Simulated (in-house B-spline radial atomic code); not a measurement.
## Cd VI (Cd5+): [Kr] 4d7

Computed with a radial B-spline atomic code at the basis-set limit: Dirac-Kohn-Sham CAM-B3LYP, spherical fractional occupations, exact exchange averaged over the configuration, Fermi nucleus of rms radius 4.6087 fm.

Effective charges: Z_r = [3n² - l(l+1)]/(2<r>) from the radius, Z_e = n√(-2ε) from the energy, and Slater's rules. Values are occupation-weighted means over j. An effective charge above Z reflects the relativistic contraction of the inner shells.

```tsv
shell	electrons	ε (eV)	<r> (bohr)	Z_r	Z_e	Slater
1s	2	-26659	0.0304	49.35	44.26	47.70
2s	2	-4041.2	0.1312	45.72	34.47	43.85
2p	6	-3637.3	0.1147	43.60	32.70	43.85
3s	2	-823.91	0.3576	37.75	23.35	36.75
3p	6	-690.22	0.3563	35.08	21.37	36.75
3d	10	-479.05	0.3343	31.40	17.80	26.85
4s	2	-185.53	0.8662	27.71	14.77	20.25
4p	6	-144.65	0.9336	24.64	13.04	20.25
4d	7	-84.429	1.114	18.84	9.96	9.90
```

The least bound orbital is 4d5/2 at -84.07 eV, and it is also the most diffuse (<r> = 1.119 bohr).

Spin-orbit splittings of the orbital energies (j = l + 1/2 above j = l - 1/2 when positive): 2p 192.7 eV, 3p 34.66 eV, 3d 7.029 eV, 4p 6.247 eV, 4d 0.8934 eV.

For the 1s electron the small component carries 3.1 % of the norm, the zero-frequency Breit interaction raises the level by 59.43 eV, self-energy by 33.38 eV, and vacuum polarisation lowers it by 4.256 eV.
